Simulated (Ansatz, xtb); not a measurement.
Ranking isomers of C5H9PS

4 gas-phase structures of C5H9PS, from a drawn sample of its isomers (lower ones may exist). Each was relaxed with GFN2-xTB; where two conformers were screened, the lower at r2SCAN-D4/def2-SVP is listed:

A. `CC#CP(C)(C)=S`, a singlet
B. `CP1(=S)CC=CC1`, a singlet
C. `CC1=CCC[P@@H]1=S`, a singlet
D. `C=C[C@@H]1CC[P@H]1=S`, a singlet

Q: Which do you expect lowest at r2SCAN-D4/def2-SVP, and how would the others follow?

A: Calculated order at r2SCAN-D4/def2-SVP: B (0.0), C (6.3), D (27.9), A (29.5) kcal/mol.

Energies above the lowest of each column, in kcal/mol; the last columns are at PBE0-D3(BJ)/def2-SVP geometries and were run for some of them only (a dash: not run or not comparable):

```csv
structure,GFN2-xTB,HF/STO-3G,r2SCAN-D4/def2-SVP,PBE0-D3(BJ)/def2-SVP,CCSD(T)/def2-SVP + ΔMP2/def2-TZVPP
B,1.4,0.0,0.0,0.0,0.0
C,0.0,7.5,6.3,6.1,7.6
D,20.9,33.2,27.9,27.4,27.0
A,29.0,38.4,29.5,–,–
```

CCSD(T)/def2-SVP + ΔMP2/def2-TZVPP puts B lowest of those it was run on; GFN2-xTB picks C. Flexible structures stand in one conformer each, not always the lowest. Frequencies (GFN2-xTB) were run for B, C, D alone. ΔMP2 is the change of the MP2 energy from the smaller to the larger basis.

Over these structures GFN2-xTB departs from r2SCAN-D4/def2-SVP by 3.5 kcal/mol on average once a common shift is removed. A GFN2-xTB relaxation took about 0.16 s and the r2SCAN-D4/def2-SVP energy about 2.5 s on a shared host (Ansatz 0.2.0, xtb 6.7.1).
